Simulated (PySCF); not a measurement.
# Hartree-Fock beside MP2: BH4NSi

All numbers below are calculated, not measured. The program is PySCF 2.14.0, an open-source quantum chemistry code, run on an isolated molecule that a program drew, which may never have been made. The molecule is BH4NSi (charge 0, singlet), drawn as the SMILES string `B=N[SiH3]`.

The geometry was optimised and harmonic frequencies were computed with HF and MP2, all in the cc-pV(D+d)Z basis, for the commonest isotopes, with a restricted reference for singlets and an unrestricted one otherwise, and a frozen core in MP2. Each result is a local minimum of its method.

Geometry at the HF minimum:
```xyz
7
BH4NSi, angstrom
B    -2.1042   -0.5265    0.9502
N    -1.0803   -1.1934    0.7319
Si    0.3295   -2.1117    0.4317
H    -3.0710    0.1033    1.1562
H     0.5793   -3.0466    1.5508
H     1.5009   -1.2193    0.2891
H     0.1750   -2.8941   -0.8144
```

Lengths of the bonds as drawn, in Å (atoms numbered as above):
| bond | HF | MP2 |
|---|---|---|
| B1-N2 | 1.241 | 1.268 |
| N2-Si3 | 1.709 | 1.730 |
| B1-H4 | 1.172 | 1.180 |
| Si3-H5 | 1.479 | 1.480 |
| Si3-H6 | 1.479 | 1.480 |
| Si3-H7 | 1.479 | 1.480 |

Rotational constants, in GHz:
```
constant     HF    MP2
       A  86.74  86.14
       B  5.238  5.096
       C  5.238  5.096
```

Harmonic frequencies in cm^-1, each column in rising order, so a row needn't be the same motion in every method:
```
rank    HF   MP2
   1   182   168
   2   182   168
   3   740   694
   4   780   718
   5   780   719
   6   829   736
   7   829   736
   8  1038   989
   9  1038   989
  10  1060  1006
  11  1988     ?
  12  2308  2294
  13  2308  2295
  14  2327  2295
  15  2990  2907
```

**Estimate the missing MP2 frequency from the HF column.**

A single factor s that minimises the squared misfit of MP2 against s times HF over the other rows is sum(HF x MP2) / sum(HF^2) = 0.9735, with an rms misfit of 39 cm^-1. For rank 11 it gives 0.9735 x 1988 = 1935 cm^-1. The calculation gives 1847 cm^-1, 88 cm^-1 below the estimate. The drawn bonds are on average 0.7 % longer in MP2 than in HF.
